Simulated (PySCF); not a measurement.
# Working out the excitation energy of In

In [Kr] 4d10 5s2 5p1 (2P) → In [Kr] 4d10 5s2 5d1 (2D). Computed with PySCF 2.14 in aug-cc-pwCVDZ-PP with ECP28MDF (6s5p4d1f, 48 functions), with scalar relativity through the core potential. Frozen: 4s2 4p6 4d10. Energies in hartree (1 hartree = 27.21139 eV):

| part | In (lower) | In (upper) |
| --- | --- | --- |
| UHF | -189.205747 | -189.039126 |
| CCSD correlation | -0.039904 | -0.046904 |
| (T) | -0.000569 | -0.002685 |

Task: What does Hartree-Fock give?

Result: (-189.039126) − (-189.205747) = 0.166621 hartree = 4.534 eV.

Task: What do CCSD and CCSD(T) give?

Result: The CCSD correlation energies differ by -0.007000 hartree = -0.190 eV and the triples by -0.002116 hartree = -0.058 eV, so CCSD gives 4.344 eV and CCSD(T) 4.286 eV.

Measured between the centres of the two terms (NIST): 3.897 eV, so CCSD(T) (valence) is off by 0.389 eV.

A double-zeta basis recovers only part of the correlation energy.

The coupled-cluster amplitudes are large, so a single reference is strained.

What remains against the reference includes basis incompleteness, the frozen core and higher excitations.
